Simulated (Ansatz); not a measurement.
Consider the ligand exchange at the Si–O bond: `O[SiH2]O[Si](O)(O)O` + `CNC` → `CN(C)[SiH2]O` + `O[Si](O)(O)O`.

Gas-phase electronic energies from Ansatz, PBE0-D4/def2-TZVP geometries. CBS: MP2 limit from def2 TZ/QZ plus the TZ coupled-cluster correction, frozen cores. This one scheme is used for every species. DFT in def2-TZVPP. Each species was taken in one conformer, which may not be the lowest.

```tsv
level	ΔE (kJ/mol)	difference from CCSD(T)/CBS
PBE-D4	57.5	-8.4
r2SCAN-D4	66.9	1.0
PBE0-D4	62.0	-3.9
ωB97X-V	66.5	0.6
ωB97M-V	65.6	-0.3
B2PLYP	67.1	1.2
PBE	57.6	-8.3
PBE0	61.9	-4.0
MP2/def2-TZVPP	62.8	-3.1
SCS-MP2/def2-TZVPP	66.4	0.5
CCSD(T)/def2-TZVPP	65.7	-0.2
HF/def2-QZVPP	82.9	17.0
MP2/def2-QZVPP	63.4	-2.5
HF/CBS(def2)	83.1	17.2
MP2/CBS(def2)	63.0	-2.9
CCSD/CBS(def2)	68.2	2.3
CCSD(T)/CBS	65.9	0
```

Largest T1 diagnostic among the species: 0.012.

From PBE to PBE0 (25 % exact exchange), in def2-TZVPP and without D4, ΔE moves by +4.3 kJ/mol. In def2-TZVPP, CCSD(T) changes the Hartree–Fock value by −16.0 kJ/mol (the triples alone add −2.2 kJ/mol) and MP2 by −18.9 kJ/mol.
